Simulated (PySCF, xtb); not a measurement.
bromine cation (Br₂), SMILES BrBr (connectivity only; charge and spin as stated), charge +1, multiplicity 2.

Harmonic wavenumbers (cm⁻¹) from GFN2-xTB (xtb 6.7.1) at its own minimum, in rising order: 279.

What does PBE-D3(BJ)/def2-TZVP (PySCF 2.14.0) give at its own minimum? (The exact figures need the calculation; the answer reports its results.)

354. Paired by order, the mean absolute difference is 75 cm⁻¹ and the zero-point energies are 0.4 and 0.5 kcal/mol.
